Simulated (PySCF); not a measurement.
**Relaxation of singlet SnF2**

These are results of PBE/[Sn def2-TZVP with ECP28, F def2-TZVP], scalar-relativistic core potentials, density fitting, no spin–orbit coupling, PySCF, not measurements. A (50,194) grid was used.

A start displaced from a saddle point along its imaginary mode, of C2v symmetry, held to at least that symmetry:

Coordinates in bohr (charge 0 multiplicity 1):
```
Sn    0.0606   -0.0386    0.0000
F    -0.1913    0.1218    3.8797
F    -0.1913    0.1218   -3.8797
```

(1) What forces act on the atoms at the start (eV/Å)?

(2) What does it relax to?

(3) How much energy is released, and in how many steps?

## Answers

(1) 
```json
{"atom": "Sn1", "Fx": "0.38", "Fy": "-0.26", "Fz": "0.00"}
{"atom": "F2", "Fx": "-0.19", "Fy": "0.13", "Fz": "-0.15"}
{"atom": "F3", "Fx": "-0.19", "Fy": "0.13", "Fz": "0.15"}
```

(2) It ends at C2v with Sn–F 1.962 Å (×2); F–Sn–F 96.6°. No frequency check is given, so it may be a saddle point.

(3) 119.5 kJ/mol in 10 steps.

The relaxation took about 40 core-seconds on a shared host.
